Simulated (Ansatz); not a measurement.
Ansatz (a quantum-chemistry and plane-wave program) input:

Ansatz 0.2 input:
```yaml
crystal:
  periodic: [false, false, false]
  atoms:
    - {symbol: C, position_ang: [0.12026251, -1.86660365, -0.24068930]}
    - {symbol: C, position_ang: [-0.24383394, -0.44652703, -0.03073980]}
    - {symbol: O, position_ang: [0.86067522, 0.30643938, 0.49835078]}
    - {symbol: C, position_ang: [1.01532803, 0.20386912, 1.89865822]}
    - {symbol: O, position_ang: [-0.58768795, 0.10541032, -1.25763867]}
    - {symbol: C, position_ang: [-1.09991473, 1.42722792, -1.17890027]}
    - {symbol: H, position_ang: [0.08394055, -2.56965841, 0.57797369]}
    - {symbol: H, position_ang: [0.57510914, -2.15559629, -1.17670378]}
    - {symbol: H, position_ang: [-1.07790458, -0.34562818, 0.68686364]}
    - {symbol: H, position_ang: [1.30728189, -0.80540919, 2.20920667]}
    - {symbol: H, position_ang: [0.09188384, 0.47899737, 2.42451049]}
    - {symbol: H, position_ang: [1.80468802, 0.89788059, 2.18243684]}
    - {symbol: H, position_ang: [-1.96986888, 1.46822299, -0.51201636]}
    - {symbol: H, position_ang: [-1.40818667, 1.70196452, -2.18553020]}
    - {symbol: H, position_ang: [-0.34189259, 2.12663083, -0.82241116]}
basis:
  gaussian:
    orbitals: aug-cc-pVDZ
magnetization: {spin_polarized: true, initial_magnetization: 1}
correlation: {method: ccsd_t, electrons: outside_noble_gas}
output: {forces: true}
```

Which total energy does the run end on?

-307.45459 Eh (CCSD(T)/aug-cc-pVDZ). The basis has 219 functions.

It need not be the lowest isomer of its formula.
